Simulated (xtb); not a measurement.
Cl2Ni, triplet, from a rough starting geometry (GFN-xTB shapes and energies of metal compounds can be far from the true ones); GFN2-xTB in xtb 6.7.1.

xtb was given this input:
```
$ xtb mol.xyz --gfn 2 --uhf 2 --opt vtight --json

# file mol.xyz
3

Ni     0.04488366     0.00134708     0.10173710
Cl     1.34667932     0.35771322    -1.31653148
Cl    -1.33151146    -0.34413805     1.30282914
```

Output, abridged:

```
   ID    Z sym.   atoms
    1   28 Ni     1
    2   17 Cl     2, 3

           -------------------------------------------------
          |                Calculation Setup                |
           -------------------------------------------------

           -------------------------------------------------
          |                 G F N 2 - x T B                 |
           -------------------------------------------------

          ...................................................
          :                      SETUP                      :
          :.................................................:
          :  # basis functions                  30          :
          :  # atomic orbitals                  27          :
          :  # shells                            9          :
          :  # electrons                        24          :
          :  max. iterations                   250          :
          :  Hamiltonian                  GFN2-xTB          :
          :  restarted?                      false          :
          :  GBSA solvation                  false          :
          :  PC potential                    false          :
          :  electronic temp.          300.0000000     K    :
          :  accuracy                    1.0000000          :
          :  -> integral cutoff          0.2500000E+02      :
          :  -> integral neglect         0.1000000E-07      :
          :  -> SCF convergence          0.1000000E-05 Eh   :
          :  -> wf. convergence          0.1000000E-03 e    :
          :  Broyden damping             0.4000000          :
          :  net charge                          0          :
          :  unpaired electrons                  2          :
          ...................................................

 iter      E             dE          RMSdq      gap      omega  full diag
   1    -13.8327063 -0.138327E+02  0.160E+01   10.92       0.0  T
   2    -13.8956928 -0.629865E-01  0.654E+00   10.69       1.0  T
   3    -13.8974021 -0.170925E-02  0.529E+00   10.99       1.0  T
   4    -13.8989518 -0.154977E-02  0.175E+00   10.88       1.0  T
   5    -13.9019451 -0.299328E-02  0.764E-01   10.95       1.0  T
   6    -13.9021416 -0.196463E-03  0.469E-01   11.00       1.0  T
   7    -13.9023575 -0.215958E-03  0.104E-01   10.97       1.0  T
   8    -13.9023605 -0.298853E-05  0.103E-01   10.97       1.0  T
   9    -13.9023642 -0.372285E-05  0.673E-02   10.98       1.0  T
[...]
         :: total energy             -13.888019838045 Eh    ::
 * total energy  :   -13.8880198 Eh     change       -0.3530669E-09 Eh
 * total energy  :   -13.8891806 Eh     change       -0.1160795E-02 Eh
 * total energy  :   -13.8895985 Eh     change       -0.4179032E-03 Eh
 * total energy  :   -13.8896153 Eh     change       -0.1679352E-04 Eh
 * total energy  :   -13.8896197 Eh     change       -0.4327934E-05 Eh
 * total energy  :   -13.8896225 Eh     change       -0.2848583E-05 Eh
 * total energy  :   -13.8896239 Eh     change       -0.1411637E-05 Eh
 * total energy  :   -13.8896241 Eh     change       -0.1797062E-06 Eh
 * total energy  :   -13.8896241 Eh     change       -0.2190340E-08 Eh
   *** GEOMETRY OPTIMIZATION CONVERGED AFTER 9 ITERATIONS ***
         :: total energy             -13.889624100617 Eh    ::
[...]
        22                          0.0284425               0.7740
        23                          0.0284425               0.7740
        24                          0.0794368               2.1616
       ...                                ...                  ...
        27                          1.7898179              48.7034
      -------------------------------------------------------------
                  HL-Gap            0.4065193 Eh           11.0620 eV
             Fermi-level           -0.3109610 Eh           -8.4617 eV

     #   Z          covCN         q      C6AA      α(0)
     1  28 Ni       1.613     0.032   182.592    27.881
     2  17 Cl       0.806    -0.016    99.577    15.265
     3  17 Cl       0.806    -0.016    99.577    15.265

 Mol. C6AA /au·bohr⁶  :       1105.106762
 Mol. C8AA /au·bohr⁸  :      62914.077877
 Mol. α(0) /au        :         58.411854

Wiberg/Mayer (AO) data.
largest (>0.10) Wiberg bond orders for each atom

 ---------------------------------------------------------------------------
     #   Z sym  total        # sym  WBO       # sym  WBO       # sym  WBO
 ---------------------------------------------------------------------------
     1  28 Ni   2.848 --     3 Cl   1.424     2 Cl   1.424
     2  17 Cl   1.579 --     1 Ni   1.424     3 Cl   0.155
     3  17 Cl   1.579 --     1 Ni   1.424     2 Cl   0.155
 ---------------------------------------------------------------------------

Topologies differ in total number of bonds
Writing topology from bond orders to xtbtopo.mol

molecular dipole:
                 x           y           z       tot (Debye)
 q only:       -0.000      -0.000       0.000
   full:       -0.000      -0.000      -0.000       0.000
molecular quadrupole (traceless):
                xx          xy          yy          xz          yz          zz
 q only:       -0.103      -0.083       0.192       0.310       0.081      -0.089
  q+dip:       -0.679      -0.547       1.266       2.042       0.535      -0.588
   full:       -1.382      -1.115       2.579       4.160       1.090      -1.197

optimized geometry written to: xtbopt.xyz

           -------------------------------------------------
          | TOTAL ENERGY              -13.889624100617 Eh   |
          | GRADIENT NORM               0.000001664832 Eh/α |
          | HOMO-LUMO GAP              11.061952492954 eV   |
           -------------------------------------------------

normal termination of xtb
```
